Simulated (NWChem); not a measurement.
System: BeHSeCl; SMILES [Cl][Be][SeH]

NWChem input:

```
start job
memory heap 200 mb stack 900 mb global 1100 mb
geometry units angstroms noautosym nocenter noautoz
  Be    -0.006111    -0.629793     0.000000
  Cl    -0.099451    -2.442996     0.000000
  Se     0.135483     1.391724     0.000000
  H     -1.334544     1.495696     0.000000
end
basis spherical
  * library pcsseg-1
end
dft
  xc xpbe96 cpbe96
  iterations 150
end
property
  shielding
end
task dft property
```

Structure relaxed at the PBE0/def2-SVP level.

GIAO values for the isolated, static molecule; σ is the absolute isotropic shielding, δ = σ(reference) − σ with the isolated reference molecule computed at the same levels (1H: tetramethylsilane). Spin-orbit effects, on the heavy nuclei and on their neighbours, are missing.

Atoms are numbered as in the input.

Q: What results follow from this input? (PBE/pcSseg-1, GIAO.) Quantities: σ Be1 (ppm); σ Cl2 (ppm); σ Se3 (ppm); δ H4 (ppm).

A: 
```
Property     Result
-----------  ------
σ Be1 (ppm)    85.2
σ Cl2 (ppm)   873.2
σ Se3 (ppm)  2239.8
δ H4 (ppm)     0.10
```
